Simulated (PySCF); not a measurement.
Match the calculated data to a structure.

All candidates are C7H7F3.

* NMR, other nuclei: isotropic shieldings of nuclei other than C and H, by class: 253 (3 F) ppm [GIAO PBE0/pcSseg-1]
* 1H NMR: chemical shifts (computed TMS as zero) by class: 7.94 (1 H), 2.55 (3 H), 2.00 (3 H) ppm [GIAO PBE0/pcSseg-1]
* Dipole: 5.25 D [PBE0/pcSseg-1]
* Rotational structure: rotational constants A, B, C: 2.556, 0.805, 0.690 GHz [GFN2-xTB]
* 13C NMR: chemical shifts (computed TMS as zero) by class: 146.7 (1 C), 136.7 (1 C), 135.2 (1 C), 125.3 (1 C), 81.7 (1 C), 15.9 (1 C), 13.4 (1 C) ppm [GIAO PBE0/pcSseg-1]

Gas-phase values; electronic properties from PySCF, density fitting. Levels stand in brackets. Geometry: GFN2-xTB; no solvent, vibrations or thermal averaging. NMR classes are plain means over equivalent atoms (diastereotopic ones count apart unless rotation or inversion swaps them), as if these changed places fast.

Question: Which candidate is it?
A. `CC1=CC/1=C(/C)C(F)(F)F`
B. `C[C@@]1(F)C=CC=C1C(F)F`
C. `C=C(C)[C@]1(C(F)F)C=C1F`

Answer: A. It is `CC1=CC/1=C(/C)C(F)(F)F`. Numbering: `[CH3:1][C:2]1=[CH:3][C:4]/1=[C:5](/[CH3:6])[C:7]([F:8])([F:9])[F:10]`. Its formula, C7H7F3, gives 3 degrees of unsaturation: 1 ring and 2 π bonds in the structure found. 7 carbons fall into 7 classes; from least to most shielded: fully substituted alkene carbon [C2] (146.7 ppm), CF3 carbon [C7] (136.7 ppm), alkene CH carbon [C3] (135.2 ppm), fully substituted alkene carbon [C4] (125.3 ppm), fully substituted alkene carbon [C5] (81.7 ppm), allylic carbon [C6] (15.9 ppm), allylic carbon [C1] (13.4 ppm). Hydrogen classes from least to most shielded: 1 H on an alkene CH carbon, C3 (7.94 ppm), 3 H on an allylic carbon, C1 (2.55 ppm), 3 H on an allylic carbon, C6 (2.00 ppm). The other shieldings belong to: 253 ppm, fluorine of a CF3 group [F8/F9/F10]. The optimised geometry has point group Cs and is an asymmetric top.

The others, at the same levels:
- `C=C(C)[C@]1(C(F)F)C=C1F` fails: its computed 13C shifts are 156.3 (1 C), 151.6 (1 C), 120.2 (1 C), 119.3 (1 C), 76.6 (1 C), 50.8 (1 C), 26.0 (1 C) ppm, 1H shifts are 6.49 (1 H), 5.58 (1 H), 5.49 (1 H), 5.00 (1 H), 1.74 (3 H) ppm and rotational constant A is 1.490 GHz (against 2.556 GHz).
- `C[C@@]1(F)C=CC=C1C(F)F` fails: its computed 13C shifts are 154.6 (1 C), 153.2 (1 C), 139.1 (1 C), 137.6 (1 C), 117.4 (1 C), 105.3 (1 C), 23.4 (1 C) ppm, 1H shifts are 6.92 (1 H), 6.74 (1 H), 6.73 (1 H), 6.45 (1 H), 1.65 (3 H) ppm and rotational constant A is 1.992 GHz (against 2.556 GHz).

Each candidate is one conformer, not necessarily the lowest. Dipoles, sizes and rotational constants follow the conformer. The torsions of the flexible species, by atom-mapped SMILES:
- `[CH3:1][C:2]1=[CH:3][C:4]/1=[C:5](/[CH3:6])[C:7]([F:8])([F:9])[F:10]`: C4–C5–C7–F8 121°
- `[CH2:1]=[C:2]([CH3:3])[C@:4]1([CH:5]([F:6])[F:7])[CH:8]=[C:9]1[F:10]`: C1–C2–C4–C5 13°, C2–C4–C5–F6 166°
- `[CH3:1][C@@:2]1([F:3])[CH:4]=[CH:5][CH:6]=[C:7]1[CH:8]([F:9])[F:10]`: C6–C7–C8–F9 -12°
